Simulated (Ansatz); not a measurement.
Consider the formal hydrolysis of the Si–C bond: `O=C[SiH](O)CF` + H₂O → `O=C[SiH](O)O` + `CF`.

Program: Ansatz. Geometries: PBE0-D4/def2-TZVP. ΔE: electronic, gas phase. CBS: MP2 limit from def2 TZ/QZ plus the TZ coupled-cluster correction, frozen cores. This one scheme is used for every species. Functionals use def2-TZVPP. One conformer a species, not always the lowest.

CCSD(T)/CBS gives -126.0 kJ/mol.

(1) Another level gave -128.7 kJ/mol. Which?
A. CCSD(T)/def2-TZVPP
B. PBE/def2-TZVPP
C. PBE0/def2-TZVPP
D. SCS-MP2/def2-TZVPP

Largest T1 diagnostic among the species: 0.014.

## Answers

(1) A. CCSD(T)/def2-TZVPP -128.7, PBE0 -122.6, PBE -117.1, SCS-MP2/def2-TZVPP -134.2 kJ/mol.

The D4 term adds +3.9 kJ/mol with B3LYP and +2.3 kJ/mol with PBE0; it sums over pairs of atoms, weighted by their polarisabilities, and B3LYP, whose exchange is more repulsive, gets the larger term. In def2-TZVPP, CCSD(T) changes the Hartree–Fock value by +18.1 kJ/mol (the triples alone add +2.2 kJ/mol) and MP2 by +14.9 kJ/mol. From PBE to PBE0 (25 % exact exchange), in def2-TZVPP and without D4, ΔE moves by −5.5 kJ/mol.

B3LYP here is the variant with VWN-RPA as its local correlation; programs differ in this.
